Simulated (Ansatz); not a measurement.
`[AlH2][B]1CC1` + `[OH][AlH2]` → `[AlH2][O]B1CC1` + `[AlH3]`  (cleavage of the B–Al bond)

Program: Ansatz. Geometries: PBE0-D4/def2-TZVP. ΔE: electronic, gas phase. CCSD(T)/CBS adds triple-zeta CCSD(T) − MP2 to the extrapolated MP2 energy (def2 sets, frozen cores). This one scheme is used for every species. Functionals use def2-TZVPP. One conformer a species, not always the lowest.

```
    level  ΔE (eV)
r2SCAN-D4    -1.25
  ωB97X-V    -1.28
   B2PLYP    -1.34
     PBE0    -1.21
```

What does CCSD(T)/CBS give? (An estimate is asked.)

Ansatz gave: -1.25 eV. The listed levels differ from it by 0.00, -0.03, -0.09, 0.04 eV.

Largest T1 diagnostic among the species: 0.013.

In def2-TZVPP, CCSD(T) changes the Hartree–Fock value by +0.21 eV (the triples alone add +0.02 eV) and MP2 by +0.17 eV. From PBE to PBE0 (25 % exact exchange), in def2-TZVPP and without D4, ΔE moves by −0.05 eV.
